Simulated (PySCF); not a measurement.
Compound: 1,3,5-norcaratriene, C7H6.
SMILES: `c1ccc2c(c1)C2`

The closed-shell ground state was solved at several levels (PySCF, density fitting, gas phase, non-relativistic). Isolated species at its GFN2-xTB geometry, gas phase.

```csv
level,basis functions,total energy (Eh),HOMO (eV),LUMO (eV),gap (eV),dipole (D)
PBE0/def2-SVPD,188,-269.7502,-6.85,-0.38,6.47,0.06
PBE0/pcSseg-1,149,-269.8956,-6.87,-0.35,6.52,0.01
```

**Question.** Estimate the row for CAM-B3LYP/def2-SVPD, a basis of 188 functions; the other rows only guide the guess.

**Answer.** Total energy -269.9091 Eh, HOMO -8.04 eV, LUMO 0.70 eV, gap 8.74 eV, dipole 0.09 D.

**Question.** Over all these levels, which gives the widest orbital gap and which the narrowest?

**Answer.** CAM-B3LYP/def2-SVPD (range-separated hybrid) has the widest, 8.74 eV, and PBE0/def2-SVPD (global hybrid, 25 % exact exchange) the narrowest, 6.47 eV. The two share the basis. From the narrowest to the widest the HOMO moves by -1.19 eV and the LUMO by +1.08 eV.

**Question.** How far do the dipole and the HOMO energy spread over the levels?

**Answer.** The dipole runs from 0.01 to 0.09 D (mean 0.05 D) and the HOMO from -8.04 to -6.85 eV.
